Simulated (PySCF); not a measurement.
(Z)-1-bromobut-1-en-3-yne (C4H3Br), SMILES C#C/C=C\Br.

The structure is a stationary point at B3LYP-D3(BJ)/def2-SVP.

All values below come from PySCF with PBE/def2-TZVP.

Gas-phase values at a fixed geometry.

Computed frontier levels, gap, dipole moment and polarisability:
```yaml
highest_occupied_level: -6.02 eV
lowest_empty_level: -2.25 eV
orbital_gap: 3.77 eV
dipole_moment: 0.214 e·Å
quadrupole, principal values (traceless, Buckingham form, about the centre of nuclear charge): -7.07, -1.04, 8.10 D·Å
mean_static_polarisability: 69.1 bohr³ (10.24 Å³)
polarisability_principal_values: 40.0, 68.1, 99.2 bohr³
```
